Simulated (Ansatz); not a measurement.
Pulling on the Sn1–H2 bond in H3NSn (SMILES [NH2][SnH]) (multiplicity 1 held, fragments rigid). Energies count from the point at 1.789 Å.
Geometry at that point (charge 0, multiplicity 1):
```tsv
atom	x (Å)	y (Å)	z (Å)
Sn	-0.1193	0.1766	0.2440
H	-0.5727	1.3686	-1.0102
N	0.6764	-1.0557	-1.1574
H	0.7003	-0.8664	-2.1480
H	1.1017	-1.9447	-0.9411
```

Restricted levels (R-, RO-) in cc, def2 and unpolarised 6-31G sets keep to the state of the molecule at rest. Unrestricted levels (U-) break spin symmetry where that is lower. Active spaces are followed from a long bond inwards. Levels need not reach the same state.

Cores are frozen in the correlated methods. Filled d and f shells under p-block atoms count as core.

Codes used: Ansatz (Gaussian basis) for Hartree–Fock, density functionals and correlated methods. Each number belongs to the level named beside it. In def2 rows elements past Kr take small-core potentials, without spin–orbit coupling.

Energies in kJ/mol.

```csv
R (Å),U-HF/def2-SVP,R-SCS-MP2/def2-SVP,U-CCSD/def2-SVP,R-CCSDT/def2-SVP,"FIC-NEVPT4(SD) on CASSCF(2,2)/def2-SVP","FIC-MRCISD+Q on CASSCF(2,2)/def2-SVP"
1.431,108,111,113,113,113,113
1.610,19,20,22,22,22,22
1.789,0,0,0,0,0,0
1.968,17,15,13,13,12,13
2.146,50,47,43,41,40,41
2.415,111,105,97,93,91,93
2.683,150,164,150,142,140,142
3.130,178,248,217,204,200,204
3.577,187,309,248,238,234,238
4.114,191,355,258,256,251,255
4.829,192,371,260,262,257,261
5.724,192,338,260,263,258,262
```

Doubts at one or more of the structures used: a spin-contaminated determinant (U-HF/def2-SVP, U-CCSD/def2-SVP); a restricted determinant that unrestricted orbitals would lower (R-SCS-MP2/def2-SVP, R-CCSDT/def2-SVP); T1 above 0.05 (U-CCSD/def2-SVP, R-CCSDT/def2-SVP); other coupled-cluster roots lie near (R-CCSDT/def2-SVP).

Ansatz is an electronic-structure program.
